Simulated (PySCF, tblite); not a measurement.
Isomers of C6H6NS (doublet state), one GFN2-xTB conformer each. Single-point energies are computed at B3LYP/pcH-1 (PySCF, gas phase, no added dispersion term), electronic only. GFN2-xTB treats the open shell by occupation alone, and not every SCF solution was tested for stability.

| SMILES | GFN2-xTB relative energy (kJ/mol) |
| --- | --- |
| [H]/N=C\c1ccc([CH2])s1 | 0.0 |
| N#C[C@@H]1[C]=CC[C@@H]1S | 189.2 |
| N#C[C]1C=CC[C@@H]1S | 13.1 |
| N#C[C@@H]1C=[C]C[C@@H]1S | 183.9 |
| N#C[C@@H]1C=C[CH][C@@H]1S | 58.3 |

Conformers: `[H]/[N:7]=[CH:6]\[c:5]1[cH:4][cH:3][c:2]([CH2:1])[s:8]1` (doublet state) with H–C1–C2–C3 180° and 0°, C4–C5–C6–N7 0°; `[N:1]#[C:2][C@@H:3]1[C:4]=[CH:5][CH2:6][C@@H:7]1[SH:8]` (doublet state) with C6–C7–S8–H -60°, C2–C3–C4–C5 -101°, C4–C5–C6–C7 -15°, C5–C6–C7–S8 152°, C2–C3–C7–C6 90°; `[N:1]#[C:2][C:3]1[CH:4]=[CH:5][CH2:6][C@@H:7]1[SH:8]` (doublet state) with C6–C7–S8–H -65°; `[N:1]#[C:2][C@@H:3]1[CH:4]=[C:5][CH2:6][C@@H:7]1[SH:8]` (doublet state) with C6–C7–S8–H -70°, C2–C3–C4–C5 -104°, C4–C5–C6–C7 -14°, C5–C6–C7–S8 150°, C2–C3–C7–C6 92°; `[N:1]#[C:2][C@@H:3]1[CH:4]=[CH:5][CH:6][C@@H:7]1[SH:8]` (doublet state) with C6–C7–S8–H -57°.

**Question.** What does B3LYP/pcH-1 give for the same structures?

**Answer.** 
| SMILES | B3LYP/pcH-1 E (Eh) | B3LYP/pcH-1 (kJ/mol) | GFN2-xTB (kJ/mol) | point group |
| --- | --- | --- | --- | --- |
| [H]/N=C\c1ccc([CH2])s1 | -685.14925 | 0.0 | 0.0 | Cs |
| N#C[C]1C=CC[C@@H]1S | -685.14914 | 0.3 | 13.1 | C1 |
| N#C[C@@H]1C=C[CH][C@@H]1S | -685.13140 | 46.9 | 58.3 | C1 |
| N#C[C@@H]1C=[C]C[C@@H]1S | -685.08455 | 169.9 | 183.9 | C1 |
| N#C[C@@H]1[C]=CC[C@@H]1S | -685.08276 | 174.6 | 189.2 | C1 |

Both levels put the same isomer lowest; measured from each level's own lowest isomer, the values differ by up to 14.6 kJ/mol (N#C[C@@H]1[C]=CC[C@@H]1S: 189.2 against 174.6). As drawn, the lowest has an N–H bond, which the highest lacks; the highest has an S–H bond, which the lowest lacks. Neighbours under 21 kJ/mol apart ([H]/N=C\c1ccc([CH2])s1 and N#C[C]1C=CC[C@@H]1S; N#C[C@@H]1C=[C]C[C@@H]1S and N#C[C@@H]1[C]=CC[C@@H]1S) can change places with a better method, another conformer or zero-point energy.

**Question.** What happens when harmonic zero-point energies from GFN2-xTB frequencies are added?

**Answer.** 
```
                   SMILES  ZPE (kJ/mol)  electronic (kJ/mol)  with ZPE (kJ/mol)
   [H]/N=C\c1ccc([CH2])s1         263.7                  0.0                4.9
      N#C[C]1C=CC[C@@H]1S         258.5                  0.3                0.0
N#C[C@@H]1C=C[CH][C@@H]1S         256.6                 46.9               44.7
 N#C[C@@H]1C=[C]C[C@@H]1S         259.4                169.9              170.5
 N#C[C@@H]1[C]=CC[C@@H]1S         259.6                174.6              175.4
```

The zero-point energies span 7.1 kJ/mol. N#C[C]1C=CC[C@@H]1S becomes the lowest.
